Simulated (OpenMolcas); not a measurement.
**Nb2+: effect of the IPEA shift**

| Property | Result |
| --- | --- |
| Program | OpenMolcas 26.06 |
| Basis | ANO-RCC-VQZP [8s7p5d3f2g1h] |
| Scalar Hamiltonian | DKH2, point nucleus |
| Active space | 3 electrons in 10 orbitals (4d 5d) |
| State averaging | 2S+1 = 4 even, 10 roots; 2S+1 = 2 even, 40 roots |
| Spin-orbit coupling | state interaction with AMFI integrals over the reference wave functions, term energies averaged over their components |

Methods on the same reference wave functions:
A. CASSCF
B. MS-CASPT2, IPEA 0 Eh, imaginary shift 0.1 Eh (closed shells correlated: 4s 4p)
C. MS-CASPT2, IPEA 0.25 Eh, imaginary shift 0.1 Eh (closed shells correlated: 4s 4p)

Energies in cm-1 above 4d3 4F 3/2, the measured ground level; measured values from the list in Shadmi, J. Res. Natl. Bur. Stand. 70A, 435 (1966).

```csv
Level,A,B,C,Measured
4d3 4F 3/2,0.0,0.0,0.0,0.0
4d3 4F 5/2,504,520,518,516
4d3 4F 7/2,1164,1185,1183,1177
4d3 4F 9/2,1948,1950,1952,1939
4d3 4P 1/2 [54 %],11104,8370,8640,
4d3 2G 7/2,11802,8840,9230,9236
4d3 4P 5/2,11931,9690,9870,9594
4d3 2G 9/2,12363,9460,9830,9804
4d3 2P 1/2 [54 %],15457,9730,10040,
4d3 2H 9/2,15577,13050,13280,12916
4d3 2H 11/2,15941,13450,13660,13264
4d3 2D 5/2(1),17334,12990,13490,13094
4d3 2D 3/2(1) [59 %],17410,12610,13050,
4d3 2F 7/2,25903,20180,20700,19861
4d3 2F 5/2,26153,20420,20940,19975
4d3 2D 5/2(2),39874,32820,33100,
4d3 2D 3/2(2),40120,33060,33390,
```

Deviations, from unrounded energies. A percentage is the sum of absolute deviations over the sum of measured energies, with the sign that they share, or ± where signs differ.

| Against measurement | Levels | A | B | C |
| --- | --- | --- | --- | --- |
| mean absolute deviation (cm-1) | 11 | 2700 | 190 | 300 |
| fine structure of the ground term (%) | 3 | ±0.9 | +0.7 | +0.6 |
| other terms of the ground configuration (%) | 8 | +27.2 | ±1.9 | ±3.0 |

B lies closest to measurement on these levels and A furthest from it. The largest miss of B in the table is 4d3 2F 5/2, by +450 cm-1. The ranking rests on the paired levels alone, and a cruder setting can come out closer through cancelling errors.

Between B and C the level of the table that moves most is 4d3 2F 5/2, by 520 cm-1 (lowest in B, highest in C). Moves below CASPT2's spread within the term are not significant.

The mean deviations of B to C differ by less than CASPT2's widest spread within a term (860 cm-1), so their order carries little weight.

From A to B the spin-free energies of the other terms of 4d3 shown, above 4F, scale by factors of 0.57 to 0.83.

The lowest spin-free term lies below A's lowest term by 0.322 hartree in B, 0.315 hartree in C.

CASPT2 breaks the degeneracy within a term, and the mean is taken; among the terms shown or strongly mixed into the levels shown the widest spread is 860 cm-1 (4d3 4F, B). Active for correlation alone: 5d; no level in the range computed is led by a configuration that fills it, so any true level of that kind is missing. Without dynamic correlation excited terms often stand tens of per cent too high (terms of higher spin than the ground term too low), and those without a measured partner can miss by more than the paired ones (holds for A). The CASPT2 spread within a term exceeds the gap to the next term for 4d3 2G and 4d3 4P, 4d3 2D(1) and 4d3 2H, so the order of their levels is uncertain (holds for C). Measured partners are found by configuration, term and J. A level has none where our copy of the source lacks it or the pairing is in doubt (some pairs that miss far off the trend of their configuration count as doubtful), and it then counts in no deviation. Levels of configurations outside the active space are missing. Levels that lie high or do not pair safely by name in every column are left out.

A share in square brackets marks a mixed level and gives the weight of the term that names it, the lowest over the columns. A number in round brackets counts repeated terms of one configuration in the order of the reference energies.
